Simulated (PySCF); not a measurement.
## Working with the constants of RbBe

PBE0 constants of RbBe, ²Σ⁺ (doublet), unpaired electrons σ ↑ (Rb def2-TZVP with ECP28, Be def2-TZVP; scalar-relativistic core potentials (PySCF 2.14); masses 84.9118 and 9.0122 u):

```
ωe            : 145.2 cm⁻¹
ωexe          : 2.42 cm⁻¹
Be            : 0.16064 cm⁻¹
αe            : 0.00296 cm⁻¹
De to Rb + Be : 0.260 eV
```

(1) What force constant and bond length do these constants imply?

(2) Estimate the centrifugal constant D from the Kratzer relation and find the Dunham coefficient a1.

The bond is weak. Basis-set superposition, not corrected here, can be much of De in a small basis, most of all at correlated wavefunction levels. Functionals without a dispersion term scatter widely for such bonds, and LDA overbinds them. Spin–orbit coupling is left out. The state is the lowest determinant that a PBE0 search found; another state may lie lower at other levels.

Answers

(1) Reduced mass μred = 8.1474 u; k = 5.8918×10⁻⁷·μred·ωe² (u, cm⁻¹, mdyn/Å) = 0.101 mdyn/Å; Re = √(16.8576/(μred·Be)) (u, cm⁻¹, Å) = 3.589 Å.

(2) D = 4Be³/ωe² = 7.86e-07 cm⁻¹; a1 = −1 − αeωe/(6Be²) = -3.78.
